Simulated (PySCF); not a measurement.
Energy landscape of Cl2Zn, singlet: symmetric bend, bond length relaxed. Scanned: Cl-Zn-Cl angle. Other coordinates (Zn-Cl bond length) were minimised at PBE0/def2-TZVP.

The free coordinates were minimised at PBE0/def2-TZVP in PySCF; the energy column is wB97X-V/def2-TZVP run with PySCF 2.14.0, in eV.

```csv
a / °,Zn-Cl bond length / Å,E
180,2.084,0.000
170,2.085,0.024
160,2.088,0.094
150,2.094,0.210
140,2.101,0.370
130,2.110,0.573
120,2.121,0.821
110,2.135,1.122
100,2.155,1.497
90,2.184,1.991
```

The scan ran from 180.0 to 80.0; beyond the range shown the relaxed coordinates jump or full CI changes its symmetry label.
